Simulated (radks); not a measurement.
La2+, configuration [Xe] 5d1.

All-electron calculation, Dirac Kohn-Sham, PBEsol, spin-unpolarised, spherical densities, finite nucleus; open shells fill j = l - 1/2 first; Fermi nuclear charge, rms radius 4.855 fm. Program: a radial shooting solver on a logarithmic mesh with Libxc functionals.

Energy parts (hartree):
| part | energy |
|---|---|
| total | -8493.2342 |
| kinetic | 9087.6979 |
| electron-nucleus | -20640.5717 |
| Hartree | 3259.9060 |
| exchange-correlation | -200.2665 |

Orbitals (lengths in bohr, moments of r in powers of bohr; r(max) is where P^2 peaks):
| orbital | occ. | eigenvalue (hartree) | <r> | <r^4> | r(max) |
|---|---|---|---|---|---|
| 1s1/2 | 2 | -1422.579 | 0.02508 | 1.921e-06 | 0.01608 |
| 2s1/2 | 2 | -226.7779 | 0.1070 | 0.0003181 | 0.09112 |
| 2p1/2 | 2 | -213.9396 | 0.08993 | 0.0002007 | 0.06951 |
| 2p3/2 | 4 | -198.7684 | 0.09603 | 0.0002482 | 0.07467 |
| 3s1/2 | 2 | -48.86500 | 0.2850 | 0.01311 | 0.2607 |
| 3p1/2 | 2 | -43.44782 | 0.2748 | 0.01225 | 0.2473 |
| 3p3/2 | 4 | -40.49155 | 0.2868 | 0.01440 | 0.2586 |
| 3d3/2 | 4 | -30.98973 | 0.2578 | 0.01115 | 0.2082 |
| 3d5/2 | 6 | -30.35699 | 0.2616 | 0.01172 | 0.2114 |
| 4s1/2 | 2 | -10.23277 | 0.6543 | 0.3400 | 0.6087 |
| 4p1/2 | 2 | -8.23938 | 0.6747 | 0.4015 | 0.6191 |
| 4p3/2 | 4 | -7.60868 | 0.7018 | 0.4695 | 0.6434 |
| 4d3/2 | 4 | -4.33882 | 0.7622 | 0.7404 | 0.6675 |
| 4d5/2 | 6 | -4.22934 | 0.7719 | 0.7786 | 0.6755 |
| 5s1/2 | 2 | -1.89070 | 1.554 | 10.72 | 1.408 |
| 5p1/2 | 2 | -1.34663 | 1.737 | 17.49 | 1.540 |
| 5p3/2 | 4 | -1.25262 | 1.813 | 20.75 | 1.605 |
| 5d3/2 | 1 | -0.54277 | 2.558 | 94.48 | 2.119 |
| 5d5/2 | 0 | -0.53371 | 2.593 | 99.63 | 2.148 |

The highest occupied level is 5d3/2 at -14.770 eV. The density falls to 0.001 e/bohr^3 at r = 3.91 bohr.
